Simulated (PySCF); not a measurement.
C3H5ClOSi, SMILES Cl[Si@@H]1C=COC1.

The structure is a stationary point at r2SCAN-D4/def2-SVP. The structure was generated by enumeration; whether it is a known compound was not checked. One conformer was computed; it need not be the lowest.

Method: PBE/def2-TZVP (PySCF).

Computed frontier levels, gap, dipole moment and polarisability:
highest occupied level: -5.93 eV
lowest empty level: -1.38 eV
orbital gap: 4.56 eV
dipole moment: 1.56 D
quadrupole, principal values (traceless, Buckingham form, about the centre of nuclear charge): -5.22, -1.46, 6.67 D·Å
mean static polarisability: 74.3 bohr³ (11.01 Å³)
polarisability, principal values: 61.6, 72.0, 89.2 bohr³
